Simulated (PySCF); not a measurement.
C₅H₉NSi.
SMILES with atom numbers: `[CH:1]#[C:2][Si:3]1([NH:4][CH3:5])[CH2:6][CH2:7]1` (hydrogens: H8 on C1; H9 on N4; H10, H11, H12 on C5; H13, H14 on C6; H15, H16 on C7)

Level: wB97X-D/def2-SVPD in PySCF, non-relativistic, on one gas-phase PBE0-D3(BJ)/def2-SVP geometry that isn't relaxed in the solvent. The solvent is an IEF-PCM continuum (cavity from Bondi-type radii × 1.2), and excitations are vertical TDDFT with non-equilibrium linear response and a frozen core. Specific hydrogen bonds and non-electrostatic terms are outside this model.

Gas-phase singlets (H = HOMO, L = LUMO):

```tsv
state	E (eV)	λ (nm)	f	leading configurations
S1	5.508	225	0.003	H→L+1 70%, H-3→L+1 9%
S2	5.803	214	0.125	H→L 62%, H-1→L+1 9%
S3	5.957	208	0.003	H-1→L 53%, H-2→L 27%
S4	6.276	198	0.061	H-1→L+1 55%, H-2→L 12%
S5	6.441	192	0.011	H-1→L 32%, H-2→L 27%
```

**Question.** Give the list for chloroform (ε = 4.711), n² = 2.09.

**Answer.** 
| state | E (eV) | λ (nm) | f | leading configurations | change by rank (eV) |
| --- | --- | --- | --- | --- | --- |
| S1 | 5.523 | 224 | 0.005 | H→L+1 75%, H-3→L+1 9% | +0.015 |
| S2 | 5.759 | 215 | 0.200 | H→L 71% | -0.044 |
| S3 | 5.932 | 209 | 0.001 | H-1→L 65%, H-2→L 18% | -0.025 |
| S4 | 6.264 | 198 | 0.109 | H-1→L+1 63%, H-2→L 10% | -0.012 |
| S5 | 6.413 | 193 | 0.020 | H-2→L 38%, H-1→L 26% | -0.028 |

**Question.** The ground-state energy changes by -0.147 eV from gas to chloroform. By how much does the total energy of gas-phase S2 change?

**Answer.** E(S2) = E(S0) + excitation energy, so it changes by -0.147 − 0.044 = -0.191 eV: it is lowered more than the ground state, which is what a red shift means. This is the vertical state, with the slow part of the continuum still set for S0.

**Question.** How do the frontier levels move from gas to chloroform?

**Answer.** 
```
orbital  gas (eV)  solvent (eV)  change (eV)                   Löwdin shares, gas              Löwdin shares, solvent
 LUMO+2      2.25          2.25         0.00  C1 20 %, Si3 19 %, C2 12 %, C5 10 %  Si3 22 %, C1 21 %, C2 12 %, C5 8 %
 LUMO+1      1.78          1.75        -0.03   C1 26 %, C2 23 %, Si3 19 %, N4 6 %  C1 29 %, C2 26 %, Si3 17 %, N4 6 %
   LUMO      1.58          1.52        -0.06   C1 26 %, C2 25 %, Si3 18 %, C7 7 %  C1 27 %, C2 26 %, Si3 18 %, C7 7 %
   HOMO     -8.35         -8.40        -0.05   C6 24 %, Si3 22 %, C7 22 %, C2 8 %  C6 24 %, Si3 22 %, C7 21 %, C2 8 %
 HOMO-1     -8.90         -8.85        +0.05   N4 56 %, C5 12 %, Si3 6 %, H10 6 %  N4 55 %, C5 12 %, Si3 7 %, H10 6 %
 HOMO-2    -10.01        -10.11        -0.10   C2 28 %, C1 27 %, C7 14 %, C6 14 %  C2 26 %, C1 25 %, C7 16 %, C6 15 %
 HOMO-3    -10.52        -10.65        -0.13            C2 41 %, C1 37 %, Si3 9 %           C2 41 %, C1 37 %, Si3 9 %
```

The HOMO–LUMO gap goes from 9.93 to 9.92 eV.

The values belong to the conformer `[CH:1]#[C:2][Si:3]1([NH:4][CH3:5])[CH2:6][CH2:7]1`: C2–Si3–N4–C5 -69°.

wB97X-D is run here without its empirical dispersion term; that term would change no orbital, density or response property at a fixed geometry.
